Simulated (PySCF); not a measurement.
Species: C5H7O2 (doublet state).
Atom-mapped SMILES: `[CH2:1][C:2](=[O:3])/[CH:4]=[CH:5]/[O:6][CH3:7]` (hydrogens: H8, H9 on C1; H10 on C4; H11 on C5; H12, H13, H14 on C7)

Structure used (GFN2-xTB), in Å, numbered top down from 1:
```
atom  x, y, z in Å
C1    -2.6605    0.4774    0.2861
C2    -1.7575   -0.4928   -0.2239
O3    -2.1369   -1.6101   -0.5993
C4    -0.3451   -0.0846   -0.2754
C5     0.5765   -0.9408   -0.7421
O6     1.8924   -0.7775   -0.8734
C7     2.4552    0.4561   -0.4780
H8    -3.7078    0.2409    0.3501
H9    -2.3300    1.4467    0.6122
H10   -0.0991    0.9064    0.0711
H11    0.2633   -1.9234   -1.0756
H12    3.5234    0.3763   -0.6698
H13    2.0388    1.2829   -1.0602
H14    2.2865    0.6422    0.5865
```

The hyperfine couplings belong to this conformer and change with its torsions.

The calculation used UKS B3LYP, pcH-1 on C H O, non-relativistic, mean-field spin-orbit, GIAO (PySCF 2.14.0). The structure is a single GFN2-xTB conformer in the gas phase; no vibrational or solvent corrections. Couplings are sensitive to structure, and on GFN2-xTB geometries they can be far from those on DFT ones. Stability of the SCF solution: not tested.

(1) Break the g tensor into its mass correction, gauge correction and orbital-Zeeman/spin–orbit terms.

(2) What effective moment and Curie constant follow for a powder?

(3) What are the electron Larmor frequencies g μB B/h along the three axes at 350 mT?

(4) In a frozen sample, at which fields do the three g values resonate at 9.5, 34, 94 and 263 GHz (hyperfine left aside), and which band first spreads them over more than twice a line width of 0.5 mT?

Results:

(1) 
```json
{"Δg (ppt)": "relativistic mass correction", "1": "-0.18", "2": "-0.18", "3": "-0.18"}
{"Δg (ppt)": "gauge correction", "1": "-0.01", "2": "0.04", "3": "0.04"}
{"Δg (ppt)": "orbital Zeeman/spin–orbit", "1": "-0.01", "2": "1.85", "3": "5.75"}
{"Δg (ppt)": "total", "1": "-0.19", "2": "1.71", "3": "5.61"}
```

So g = 2.00213, 2.00403, 2.00793 and g_iso = 2.00469; the tensor is rhombic: the two nearest values differ by 33 % of g3 − g1. Axes: g3 points within 10° of the C2–O3 bond.

(2) With the mean of g² = 4.0188 and S(S+1) = 0.75: μ_eff = √(⟨g²⟩S(S+1)) = 1.736 μB and χT = 0.12505·⟨g²⟩·S(S+1) = 0.377 cm³ K/mol (cgs; spin-Hamiltonian part alone).

(3) 9.8078, 9.8171, 9.8362 GHz for g1, g2 and g3, a range of 28.4 MHz.

(4) 
| band | GHz | B(g3) mT | B(g2) mT | B(g1) mT | spread mT |
| --- | --- | --- | --- | --- | --- |
| X | 9.5 | 338.04 | 338.69 | 339.02 | 0.98 |
| Q | 34.0 | 1209.82 | 1212.17 | 1213.32 | 3.51 |
| W | 94.0 | 3344.79 | 3351.30 | 3354.48 | 9.69 |
| J | 263.0 | 9358.29 | 9376.50 | 9385.40 | 27.12 |

The spread grows in proportion to the frequency. Q band is the first where it exceeds 1.0 mT.

The Mulliken spin populations are largest on C1 (+0.90), O3 (+0.27) and C2 (-0.12). The positive populations add up to 1.20 and the negative ones to -0.20, together 2S = 1. The angles at C1 add up to 360.0°, so it is planar; its axial dipolar tensor and the negative couplings of its protons fit spin in a p orbital normal to that plane.

The HOMO–LUMO gaps are 5.94 eV among the α and 3.17 eV among the β orbitals.
